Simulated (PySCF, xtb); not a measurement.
C₂H₇GeN, SMILES C[N](C)[GeH] (connectivity only; charge and spin as stated), neutral, multiplicity 1.

GFN2-xTB (xtb) at its own geometry gives an orbital gap of 3.51 eV and a dipole moment of 1.77 D.

The structure is a stationary point at PBE0-D3(BJ)/def2-SVP. The structure was generated by enumeration; whether it is a known compound was not checked.

Q: What does ωB97X/def2-TZVP (PySCF) give? (An estimate is asked for; the answer gives what the named calculation found.)

A: gap 9.08 eV (levels -8.72 and 0.36 eV), dipole 1.49 D.
